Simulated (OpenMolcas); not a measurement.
Ti2+: ligand-field states by method

Ti2+ with 6 ligands (water) in octahedral coordination (Th) at 2.22 Å. Ligand basis ANO-RCC-VDZP.
```
Ti    0.0000    0.0000    0.0000
O     2.2200    0.0000    0.0000
H     2.7970    0.7797    0.0000
H     2.7970   -0.7797    0.0000
O     0.0000    2.2200    0.0000
H     0.0000    2.7970    0.7797
H     0.0000    2.7970   -0.7797
O    -2.2200    0.0000    0.0000
H    -2.7970    0.7797    0.0000
H    -2.7970   -0.7797    0.0000
O     0.0000   -2.2200    0.0000
H     0.0000   -2.7970    0.7797
H     0.0000   -2.7970   -0.7797
O     0.0000    0.0000    2.2200
H     0.7797    0.0000    2.7970
H    -0.7797    0.0000    2.7970
O     0.0000    0.0000   -2.2200
H     0.7797    0.0000   -2.7970
H    -0.7797    0.0000   -2.7970
```

```
Program             : OpenMolcas 26.06
Basis               : ANO-RCC-VTZP [6s5p3d2f1g]
Scalar Hamiltonian  : DKH2, point nucleus
Active space        : 2 electrons in 5 orbitals (3d)
State averaging     : 2S+1 = 3 even, 10 roots; 2S+1 = 1 even, 15 roots
Spin-orbit coupling : RASSI with atomic mean-field integrals over the reference wave functions
```

I. CASSCF
II. SS-CASPT2, IPEA 0.25 Eh, imaginary shift 0.1 Eh (closed shells correlated: 3s 3p and the ligand valence shells)

Spin-free states (labels of O, taken over from Oh, the nearest higher group) in cm-1, each column counted from its own energy of the first state listed:

```
State  Degeneracy      I     II
  3T1           3      0      0
  3T2           3   9589  10580
  1T2           3  11743   8790
   1E           2  12036   9320
  3A2           1  20725  22220
  3T1           3  21312  19420
  1A1           1  23219  18150
  1T2           3  23644  21230
  1T1           3  26168  23480
   1E           2  34983  33190
  1A1           1  53712  46100
```

From I to II, I's first state of the same spin (3T2) moves from 9589 to 10580 cm-1, by about +990 cm-1.

From I to II, I's first state of another spin (1T2) moves from 11743 to 8790 cm-1, by about -3000 cm-1.

I: A least-squares ligand-field fit to the states below 45000 cm-1, each weighted by its degeneracy and with a free common offset, gives 10Dq = 11274 cm-1, B = 851 cm-1 and C = 3148 cm-1 (C/B = 3.70), with an rms deviation of 199 cm-1. The same method and metal basis give the free ion B = 891 cm-1 (fit to its terms below 60000 cm-1, rms deviation 68 cm-1), so the nephelauxetic ratio is β = 851 / 891 = 0.96; it hangs on how both fits weigh the states, and computed free-ion B values tend to be too large, so β mixes covalency with correlation.

II: A least-squares ligand-field fit to the states below 45000 cm-1, each weighted by its degeneracy and with a free common offset, gives 10Dq = 12019 cm-1, B = 661 cm-1 and C = 2353 cm-1 (C/B = 3.56), with an rms deviation of 237 cm-1. The same method and metal basis give the free ion B = 791 cm-1 (fit to its terms below 60000 cm-1, rms deviation 557 cm-1), so the nephelauxetic ratio is β = 661 / 791 = 0.84; it hangs on how both fits weigh the states, and computed free-ion B values tend to be too large, so β mixes covalency with correlation.

From I to II, 10Dq changes by +7 %, B by -22 % and C by -25 %.

χT at 300 K: I 1.10, II 1.10 cm3 K/mol.

Roots that are degenerate in the reference are averaged as groups; the widest CASPT2 spread within a group is 730 cm-1 (the 3-fold group of multiplicity 1 near 23500 cm-1 above the lowest state of its run, II). Shifts and gaps below about the spread of the groups concerned are not significant. Over all roots computed the reference weight is 0.70 to 0.71 in II; a low but even weight reflects the number of correlated electrons. An orbital triplet at a regular site is open to Jahn-Teller coupling, which can distort the site and quench the lowest spin-orbit gaps and is left out. Ligand-to-metal charge-transfer states are missing. With no ligand orbital active B as a rule stays too high, so bands that hang on it stand too high and its fall with covalency is understated. Without dynamic correlation the repulsion within the d shell is too large (B by tens of per cent), so at a given field states of lower spin stand too high (holds for I). With metal d orbitals alone and no dynamic correlation the field as a rule comes out too small, by tens of per cent, by up to half for chloride and softer ligands (holds for I). With one d shell and no ligand orbital active, 10Dq can be off by tens of per cent for divalent 3d ions, low with halides held by bare charges and at times high in hosts (holds for II). Free-ion shares, where given, are those of the reference states; single-state CASPT2 does not remix them (holds for II). No measured value stands beside these numbers; the geometry was imposed, not optimised, and the real ion may take another.
